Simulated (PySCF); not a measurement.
Planning an excited-state job on `C=C(/C=C(\B)C)C`.

Method: TDDFT PBE0/def2-SVPD, vertical, gas phase, core orbitals frozen in the response (PySCF 2.14.0, density-fitted response routines). Geometry: GFN2-xTB. Work: 8 singlets by full TDDFT, 3 Tamm–Dancoff triplets, polarisability, density and orbital grids written, density fitting. The input is one job of a driver script: a line of settings, then coordinates in Å.

Command:
```bash
OMP_NUM_THREADS=1 python probes_run.py task.json out
```

Input:
```
{"job": {"kind": "uv", "xc": "PBE0", "basis": "def2-SVPD", "nstates": 8, "ntriplets": 3}, "charge": 0, "multiplicity": 1}
B      1.447353    -0.025851    -1.144925
C      0.899799     0.601476     0.178145
C      1.836788     1.565899     0.855712
C     -0.306056     0.362731     0.709514
C     -1.298469    -0.522047     0.127441
C     -2.528437    -0.616493     0.635517
C     -0.884213    -1.338207    -1.059903
H      2.114936    -0.989940    -1.098372
H      1.464101     0.627675    -2.121570
H      1.400097     1.969300     1.767269
H      2.075281     2.389831     0.183241
H      2.772667     1.066195     1.104209
H     -0.610589     0.864132     1.621268
H     -2.830169    -0.050599     1.500017
H     -3.271834    -1.267029     0.207278
H     -1.706419    -1.477620    -1.759190
H     -0.057406    -0.836021    -1.582763
H     -0.526189    -2.317114    -0.741210
```

Hardware: an AMD EPYC 7R43 with one thread, shared host with 256 logical CPUs at a one-minute load of 252. PySCF's memory limit was set to 1040 MB.

Task: How large is the basis?

Result: 228 functions for 52 electrons, with 781 fitting functions; the fitted three-index integrals, 781 × 228 × 229/2 numbers of 8 bytes, come to 160 MiB.

Task: How long does the run take?

Result: About 90 s. The SCF took 14 cycles.

Task: How much memory does it need at the peak?

Result: About 0.99 GiB. Peak memory is the resident size of the whole Python process, interpreter and libraries included.

Task: At this speed, how long would 1000 such jobs take on 32 cores, one job a core?

Result: 1000/32 gives 32 rounds of 90 s, about 48 min of wall time and 25 core-hours, if the jobs don't slow each other.

Other jobs ran on the host; a repeat could differ by tens of per cent or more.

The run converged: HOMO -6.24 eV, LUMO -1.30 eV; lowest singlet 3.71 eV; lowest triplet 3.02 eV (Tamm–Dancoff); mean polarisability 94.3 au.
